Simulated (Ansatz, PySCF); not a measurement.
Stretching the Zn1–H2 bond in H2Zn (SMILES [ZnH2]) (multiplicity 1 held, fragments rigid). Energies count from the point at 1.544 Å.
Geometry at that point (charge 0, multiplicity 1):
```xyz
3

Zn     0.0000     0.0000     0.0000
H      0.0000     0.0000     1.5440
H      0.0000     0.0000    -1.5440
```

Active spaces are followed from a long bond inwards. Curves can end on different states.

Correlated levels freeze the cores. Rows in 3-21G, LANL2DZ carry no dispersion term and start afresh at each structure; the Pople sets are all-electron and without relativity. LANL2DZ brings its own core potentials from Na on.

Run with Ansatz (a program for electronic structure) with Gaussian orbitals; PySCF for 3-21G rows, LANL2DZ rows. 

Energies in kcal/mol.

```
R (Å)  R-HF/3-21G  R-B3LYP/LANL2DZ  SC-NEVPT2 on CASSCF(2,2)/def2-TZVPP  FIC-MRCISD+Q on CASSCF(2,2)/def2-TZVPP
-----  ----------  ---------------  -----------------------------------  --------------------------------------
1.235        22.5             31.7                                 21.0                                    22.4
1.390         5.1              8.3                                  3.7                                     4.1
1.544         0.0              0.0                                  0.0                                     0.0
1.698         1.5             -0.1                                  3.3                                     3.2
1.853         6.7              4.2                                 10.1                                    10.0
2.084        18.4             14.6                                 22.8                                    23.0
2.316        32.3             26.6                                 35.8                                    36.3
2.702        55.8             46.2                                 53.9                                    55.1
3.088        77.2             62.9                                 66.1                                    68.0
3.551        99.1             78.4                                 73.9                                    76.3
4.169       122.5             92.7                                 77.5                                    80.2
4.941       143.6            103.6                                 78.4                                    81.3
```

Doubts at one or more of the structures used: a restricted determinant that unrestricted orbitals would lower (R-HF/3-21G, R-B3LYP/LANL2DZ).
